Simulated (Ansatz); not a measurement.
`CC(C)(C)[N]=[V]([F])([F])[F]` and `CC(C)(C)[N]=[Nb]([F])([F])[F]` differ in one element.

Ansatz, PBE0-D4/def2-TZVP geometries, multiplicity 1. 

Elements past krypton have def2 core potentials. Scalar relativity is left out up to krypton.

```csv
property,`CC(C)(C)[N]=[V]([F])([F])[F]`
size of the dipole moment (PBE/def2-TZVPP) / D,3.65
HOMO energy (PBE/def2-TZVPP) / eV,-7.05
size of the dipole moment (ωB97M-V/def2-TZVPP) / D,4.02
HOMO–LUMO gap (PBE0/def2-TZVPP) / eV,5.90
HOMO–LUMO gap (PBE/def2-TZVPP) / eV,3.48
HOMO–LUMO gap (ωB97M-V/def2-TZVPP) / eV,10.50
```

(1) Give the same properties after the change, and the shifts. (An estimate is asked.)

## Answers

(1) Ansatz gave: 
```csv
property,`CC(C)(C)[N]=[Nb]([F])([F])[F]`,shift
size of the dipole moment (PBE/def2-TZVPP) / D,1.98,-1.67
HOMO energy (PBE/def2-TZVPP) / eV,-6.64,0.41
size of the dipole moment (ωB97M-V/def2-TZVPP) / D,1.95,-2.07
HOMO–LUMO gap (PBE0/def2-TZVPP) / eV,6.70,0.80
HOMO–LUMO gap (PBE/def2-TZVPP) / eV,4.48,1.00
HOMO–LUMO gap (ωB97M-V/def2-TZVPP) / eV,10.98,0.48
```

With PBE0 the HOMO rises by 0.53 eV and the LUMO rises by 1.34 eV, so the gap widens by about 0.81 eV. PBE moves the HOMO by 0.41 eV and ωB97M-V by 0.61 eV. Dipoles are sizes alone; their direction can turn.

Positive LUMOs are unbound, so they and the gaps depend on the basis.
